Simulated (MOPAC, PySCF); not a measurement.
[Zr(F)4(H2O)], neutral singlet in the gas phase. 

Cartesian coordinates (Å):
```xyz
8

Zr     0.0256    -0.0920     0.0511
F     -1.6493    -0.2176     1.0115
F      0.0636     0.8247    -1.6507
F      0.2033    -1.9006    -0.5555
F      1.5867     0.1344     1.1397
O     -0.4995     2.1786     0.6139
H     -1.3741     2.2573     1.0445
H     -0.5202     2.7705    -0.1644
```
Charge 0, multiplicity 1.

All levels are single points at this geometry (BP86-D3(BJ)/def2-SVP); Pople sets use spherical d functions. Orbital energies aren't observables, and empty levels follow the basis.

```tsv
level	HOMO (eV)	LUMO (eV)	gap (eV)	dipole (D)	vertical IE, Delta-SCF (eV)
B3LYP-D3(BJ)/def2-TZVP in PySCF	-10.77	-1.29	9.48	4.78	–
TPSSh-D3(BJ)/def2-TZVP in PySCF	-9.97	-1.39	8.58	4.73	–
B3LYP/6-31G* (LANL2DZ on Zr) in PySCF	-10.35	-1.29	9.06	4.77	12.79
B3LYP/LANL2DZ in PySCF	-10.82	-2.05	8.77	5.18	–
M06-2X/6-31G* (LANL2DZ on Zr) in PySCF	-12.69	-0.32	12.37	4.88	–
PBE/6-31G* (LANL2DZ on Zr) in PySCF	-8.62	-1.80	6.81	4.63	–
SVWN5/6-31G* (LANL2DZ on Zr) in PySCF	-8.82	-2.02	6.80	4.75	–
PM6 in MOPAC	-12.90	0.92	13.82	5.76	–
PM7 in MOPAC	-12.22	2.25	14.47	5.31	–
```
